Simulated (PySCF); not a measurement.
First SCF of a structure search on singlet ZrCl₂, at a hand-made linear geometry. PySCF input:

```python
from pyscf import gto, scf, dft
mol = gto.M(atom='''
Zr     0.000000     0.000000     0.000000
Cl     0.000000     0.000000     2.530000
Cl     0.000000     0.000000    -2.530000''',
    basis={'Zr': 'def2-TZVP', 'Cl': 'def2-TZVP'},
    ecp={'Zr': 'def2-TZVP'},
    charge=0, spin=0)
mf = dft.RKS(mol, xc='B3LYP')
mf.grids.atom_grid = (50, 194)
aux = {'Zr': 'def2-universal-JKFIT', 'Cl': 'def2-universal-JKFIT'}
mf = mf.density_fit(auxbasis=aux)
mf.conv_tol = 1e-08
mf.diis_space = 10
mf.max_cycle = 60
mf.init_guess = 'minao'
mf.verbose = 4
mf.kernel()
```

Excerpt of the output (cycles and frontier levels):

```
init E= -962.143362363538
cycle= 1 E= -966.970020347701  delta_E= -4.83  |g|= 1.43  |ddm|= 4.47
  HOMO = 0.00652984395606879  LUMO = 0.0297442571985212  gap/eV = 0.63170
cycle= 2 E= -966.272064535573  delta_E= 0.698  |g|= 1.75  |ddm|= 6.82
  HOMO = -0.202439304975936  LUMO = -0.187765267095564  gap/eV = 0.39930
cycle= 3 E= -967.509730739319  delta_E= -1.24  |g|= 0.39  |ddm|= 6.59
  HOMO = -0.179294039182014  LUMO = -0.144709889641791  gap/eV = 0.94108
cycle= 4 E= -967.554431998284  delta_E= -0.0447  |g|= 0.161  |ddm|= 0.386
  HOMO = -0.163354749435296  LUMO = -0.127532701899824  gap/eV = 0.97477
cycle= 5 E= -967.560097878903  delta_E= -0.00567  |g|= 0.0251  |ddm|= 0.165
  HOMO = -0.168297052449594  LUMO = -0.13067939855052  gap/eV = 1.02363
cycle= 6 E= -967.560248636306  delta_E= -0.000151  |g|= 0.0099  |ddm|= 0.021
  HOMO = -0.169648289363795  LUMO = -0.131562134599487  gap/eV = 1.03638
cycle= 7 E= -967.560273950771  delta_E= -2.53e-05  |g|= 0.0021  |ddm|= 0.00765
  HOMO = -0.170156762635637  LUMO = -0.132003362786044  gap/eV = 1.03821
cycle= 8 E= -967.560275495714  delta_E= -1.54e-06  |g|= 0.000302  |ddm|= 0.00239
  HOMO = -0.170198493376524  LUMO = -0.132041505462277  gap/eV = 1.03830
cycle= 9 E= -967.560275526503  delta_E= -3.08e-08  |g|= 4.51e-05  |ddm|= 0.000355
  HOMO = -0.170191506328255  LUMO = -0.132036065602624  gap/eV = 1.03826
cycle= 10 E= -967.560275527171  delta_E= -6.67e-10  |g|= 5.45e-06  |ddm|= 4.14e-05
  HOMO = -0.170188584770287  LUMO = -0.132033897320229  gap/eV = 1.03824
Extra cycle  E= -967.560275527158  delta_E= 1.32e-11  |g|= 8.53e-06  |ddm|= 1.42e-05
converged SCF energy = -967.560275527158
```

This is not the lowest solution: another start and a stability analysis within the same restricted form found one 38.0 kJ/mol lower, at -967.57475 Eh.

At the minimum of this search the closed-shell solution is unstable towards spin polarisation, so a lower open-shell solution exists.

The search for the lowest solution, 3 starts and the stability check together, took 12 s on 2 threads of a shared Arm Neoverse V1 host, with 114 basis functions; the process peaked at 0.49 GiB.
